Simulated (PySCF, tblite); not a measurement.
Write Cartesian coordinates for `C([P@@+](CC#C)(C)C#CC)C` as optimised with GFN2-xTB. (Charge +1.)

```
atom  x, y, z in Å
C1    -1.2140    3.6284   -0.4861
C2    -0.6199    2.6400   -0.8065
C3     0.0936    1.4310   -1.1641
P4     0.2096    0.3638    0.3149
C5     1.1679    1.2260    1.5830
C6     1.0102   -1.1092   -0.1335
C7     1.5671   -2.1307   -0.4635
C8     2.2256   -3.3390   -0.8472
C9    -1.4533    0.0022    0.9635
C10   -2.3287   -0.7007   -0.0693
H11   -1.7298    4.5104   -0.2439
H12    1.1065    1.6664   -1.5083
H13   -0.4304    0.8918   -1.9598
H14    0.7011    2.1904    1.7854
H15    1.1916    0.6304    2.4951
H16    2.1875    1.3824    1.2311
H17    2.7610   -3.1899   -1.7846
H18    1.4926   -4.1344   -0.9794
H19    2.9359   -3.6361   -0.0761
H20   -1.3246   -0.6226    1.8526
H21   -1.8963    0.9545    1.2707
H22   -3.2736   -0.9883    0.3844
H23   -1.8426   -1.6012   -0.4415
H24   -2.5487   -0.0457   -0.9093
```

Any rigid rotation of these coordinates is as good. Atoms count from 1 in this order. Of the pairs four or more bonds apart, C6···H23 is among the closest relative to their van der Waals radii: 2.91 Å, 100 % of the sum of Bondi's values. The 5 C–C bonds span 1.197 Å (C1≡C2, drawn triple) to 1.525 Å (C9–C10, drawn single), a spread of 0.328 Å. P4 (phosphonium phosphorus) is tetrahedral (angles from 108.4° to 110.3°). The C–P distances run from 1.735 Å (P4–C6, drawn single) to 1.828 Å (C3–P4, drawn single), a spread of 0.093 Å.

Bonds between heavy atoms (Å): C1≡C2 1.197, C2–C3 1.449, C3–P4 1.828, P4–C5 1.808, P4–C6 1.735, C6≡C7 1.209, C7–C8 1.429, P4–C9 1.821, C9–C10 1.525.

The geometry is computed with GFN2-xTB (gas phase).

Point group: C1 (no symmetry element, even within 0.4 Å). Its lowest GFN2-xTB frequency is 12 cm⁻¹, too small to tell a flat minimum from a shallow saddle. Torsions: C2–C3–P4–C5 -63°, C3–P4–C9–C10 59°.

One conformer stands for the species.
